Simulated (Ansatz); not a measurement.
`F[SiH]([SiH3])Cl` + `S[CH2][GeH3]` → `[SiH3]S[CH2][GeH3]` + `F[SiH2]Cl` at 600 K and 1 bar (cleavage of the Si–Si bond).

Isolated molecules relaxed with PBE0-D4/def2-TZVP in Ansatz; ΔE leaves out vibrations. CBS: MP2 limit from def2 TZ/QZ plus the TZ coupled-cluster correction, frozen cores. This one scheme is used for every species. For Ge outer-core shells are correlated without core-valence functions, which leaves a few kJ/mol of doubt a bond. Scalar relativity is left out up to krypton. Each species was taken in one conformer, which may not be the lowest.

```json
{"species": "`F[SiH]([SiH3])Cl`", "CCSD(T)/CBS energy (Eh)": "-1140.23962", "H − E (kJ/mol)": "156.7", "S (J/(mol·K))": "426.3"}
{"species": "`S[CH2][GeH3]`", "CCSD(T)/CBS energy (Eh)": "-2515.53503", "H − E (kJ/mol)": "208.9", "S (J/(mol·K))": "397.9"}
{"species": "`[SiH3]S[CH2][GeH3]`", "CCSD(T)/CBS energy (Eh)": "-2805.83640", "H − E (kJ/mol)": "274.2", "S (J/(mol·K))": "489.6"}
{"species": "`F[SiH2]Cl`", "CCSD(T)/CBS energy (Eh)": "-849.96195", "H − E (kJ/mol)": "91.2", "S (J/(mol·K))": "329.4"}
```

H − E and S are ideal-gas, rigid-rotor, harmonic terms from PBE0-D4/def2-TZVP, for one conformer and one mirror image of each species. 1 Eh = 2625.50 kJ/mol, R = 8.31446 J/(mol·K).

By hand: ΔE, ΔH, ΔS and ΔG.

ΔE = (-2805.83640) + (-849.96195) − (-1140.23962) − (-2515.53503) = -0.02370 Eh = -62.2 kJ/mol. Δ(H − E) = 274.2 + 91.2 − 156.7 − 208.9 = -0.2, so ΔH = -62.4 kJ/mol. ΔS = 489.6 + 329.4 − 426.3 − 397.9 = -5.2 J/(mol·K). ΔG = -62.4 − 600 × (-5.2)/1000 = -59.3 kJ/mol.

By hand: the equilibrium constant, and the temperature at which ΔG would vanish if ΔH and ΔS stayed fixed.

log₁₀ K = −ΔG/(RT ln 10) = 5.2. ΔG = 0 at ΔH/ΔS = 12000 K, far beyond where these terms or the molecules hold.

The number of gas molecules stays the same, so ΔS is small and ΔH decides. A doubt of 5 kJ/mol in ΔE shifts log₁₀ K by 0.4 here. Other conformers and mirror images would add mixing entropy, several J/(mol·K) or more a flexible species. Modes under 60 cm⁻¹, often nearly free rotors, make the harmonic entropy too high. These are equilibria of isolated gas molecules and say nothing of rates. Largest T1 diagnostic: 0.012 (customary marks: 0.02 for closed shells, 0.045 for open ones).
